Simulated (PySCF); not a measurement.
# Mo: ionisation energy

Mo [Kr] 4d5 5s1 (7S) → Mo+ [Kr] 4d5 (6S), as a difference of total energies. All numbers are calculated (PySCF 2.14, scalar relativity by spin-free X2C-1e, in ANO-RCC-VTZP (7s6p4d2f1g, 68 functions)). Correlated levels: valence: [Kr] frozen. The calculations carry no spin-orbit coupling.

```json
{"method": "UHF", "ionisation energy (eV)": "6.264"}
{"method": "MP2 (valence)", "ionisation energy (eV)": "6.798"}
{"method": "SCS-MP2 (valence)", "ionisation energy (eV)": "6.442"}
{"method": "CCSD (valence)", "ionisation energy (eV)": "6.821"}
{"method": "CCSD(T) (valence)", "ionisation energy (eV)": "6.848"}
```

**Question.** How much does correlation contribute at CCSD(T) (valence)?

**Answer.** 6.848 − (6.264) = 0.584 eV, measured against UHF.

Errors of the correlated levels include the incompleteness of this basis and the frozen core.

For comparison: 7.092 eV (measured; NIST Atomic Spectra Database, ionization energies).
